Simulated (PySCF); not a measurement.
Al(AsH2)2(F) (AlAs2FH4), SMILES [Al]([F])([AsH2])[AsH2]. The structure is a stationary point at ωB97X-D3(BJ)/def2-SVP. The structure was generated by enumeration; whether it is a known compound was not checked.

Computed equilibrium geometry at ωB97X-D3(BJ)/def2-SVP (PySCF confirms it by a frequency run) as bond lengths and angles:
Atoms: Al1 As2 H3 H4 As5 H6 H7 F8. Bonded distances (Å): Al1–As2 2.399, Al1–As5 2.399, Al1–F8 1.674, As2–H3 1.520, As2–H4 1.522, As5–H6 1.521, As5–H7 1.521. Bond angles (°): As2–Al1–As5 126.2, As2–Al1–F8 116.9, As5–Al1–F8 116.9, Al1–As2–H3 90.5, Al1–As2–H4 90.5, H3–As2–H4 93.5, Al1–As5–H6 90.5, Al1–As5–H7 90.7, H6–As5–H7 93.4.
